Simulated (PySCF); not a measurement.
## Telling isomers of C₆H₃Cl₃ apart by NMR

- shielding tensors at PBE0/pcSseg-1 (GIAO)
- geometry from GFN2-xTB
- program: PySCF 2.14
- in vacuum, single conformer, rapidly exchanging positions averaged, relativity neglected

Referencing at the same level of theory: TMS for 1H (σref 31.72) and 13C (σref 186.93). Where no couplings were computed, multiplicities follow the n + 1 count of equivalent neighbours, and m marks all less simple cases (inequivalent or close neighbours, rings, F or P nearby). Shifts are as computed. Against solution values, carbons near 30 ppm lie about +3 ppm off and those near 130 ppm about +5 ppm; carbons on Cl a further +6 ppm. Of 1211 compounds with measured shifts, 218 miss one by over three times the rms of a fit or turn the order of signals round; such compounds aren't used in these exercises. Carbons bonded to Cl come out too deshielded.

(1) Tabulate the signals of `CC#CC#CC(Cl)(Cl)Cl`, `C#C[C@@H]1C=C1C(Cl)(Cl)Cl` and their relative energies.

(2) What is the quickest way to tell CC#CC#CC(Cl)(Cl)Cl from C#C[C@@H]1C=C1C(Cl)(Cl)Cl?

Answers

(1) 
```json
{"SMILES": "CC#CC#CC(Cl)(Cl)Cl", "carbon types": "5×C 1×CH3", "δC": "102.5, 100.1, 90.8, 70.4, 69.8, 6.0", "δH": "2.31 (s, 3H)", "E rel. (kcal/mol)": "0.0"}
{"SMILES": "C#C[C@@H]1C=C1C(Cl)(Cl)Cl", "carbon types": "3×C 3×CH", "δC": "132.3, 117.5, 114.7, 90.1, 72.1, 19.7", "δH": "7.15 (d, 1H), 2.78 (m, 1H), 1.30 (d, 1H)", "E rel. (kcal/mol)": "23.4"}
```

Energies are electronic energies at PBE0/pcSseg-1 on these geometries, without zero-point or thermal terms, each for the one conformer computed, which needn't be the lowest.

(2) Both give the same number of carbon signals, but DEPT or the intensities differ. The first has a propargylic methyl carbon (CH3) at 6.0 ppm, the second an alkene CH at 117.5 ppm. Their most deshielded carbons lie at 102.5 and 132.3 ppm. In the proton spectra the most deshielded non-exchanging signals are 2.31 (s, 3H) and 7.15 (d, 1H).
